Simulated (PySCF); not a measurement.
## Correlation energy of Se (selenium, neutral)

[Ar] 3d10 4s2 4p4, high-spin 3P determinant. Computed with PySCF 2.14 in jorge-DZP-DKH, with scalar relativity by spin-free X2C-1e. Frozen: [Ar] 3d10; 6 electrons correlated.

MP2 pair energies summed by pair of shells (mhartree):

```tsv
pair	energy	share (%)
4s-4p	-16.94	51.7
4p-4p	-10.90	33.2
4s-4s	-4.96	15.1
```

Total MP2 correlation energy: -32.80 mhartree.

Same-spin part -6.74 and opposite-spin part -26.06 mhartree; SCS-MP2 scales them by 1/3 and 6/5 to -33.52 mhartree.

```tsv
level	correlation energy (mhartree)
CCSD	-39.20
(T)	-0.29
CCSD(T)	-39.49
```

Diagnostics: T1 = 0.0022, D1 = 0.0043, largest double amplitude 0.037.

Cost of the coupled-cluster step: 0.58 s of wall time on 1 thread of Neoverse-N1 (shared host), for 6 correlated electrons.
